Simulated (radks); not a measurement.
All-electron atom: Kr in [Kr].

All-electron calculation, scalar-relativistic Kohn-Sham, PBE, spin-unpolarised, spherical densities, point nucleus. Program: a radial shooting solver on a logarithmic mesh with Libxc functionals.

Energy parts (hartree):
| part | energy |
|---|---|
| total | -2790.26526 |
| kinetic | 2854.10192 |
| electron-nucleus | -6730.04028 |
| Hartree | 1182.14537 |
| exchange-correlation | -96.47226 |

Orbitals (lengths in bohr, moments of r in powers of bohr):
1s: occ. 2; eigenvalue (hartree) -520.3203; <1/r> 36.76; <r^2> 0.002318
2s: occ. 2; eigenvalue (hartree) -68.51809; <1/r> 8.164; <r^2> 0.03971
2p: occ. 6; eigenvalue (hartree) -60.57998; <1/r> 7.984; <r^2> 0.03137
3s: occ. 2; eigenvalue (hartree) -9.70070; <1/r> 2.700; <r^2> 0.3233
3p: occ. 6; eigenvalue (hartree) -7.17311; <1/r> 2.547; <r^2> 0.3419
3d: occ. 10; eigenvalue (hartree) -2.99145; <1/r> 2.271; <r^2> 0.3809
4s: occ. 2; eigenvalue (hartree) -0.84704; <1/r> 0.8488; <r^2> 2.835
4p: occ. 6; eigenvalue (hartree) -0.33984; <1/r> 0.6828; <r^2> 4.462

The highest occupied level is 4p at -9.247 eV. For comparison, the ionisation energy in NIST's Atomic Spectra Database is 14.000 eV (measured). In exact Kohn-Sham theory the highest level is minus the ionisation energy, but local and semilocal functionals leave it too shallow, through self-interaction and a potential that decays too fast; potentials with the right tail come closer.
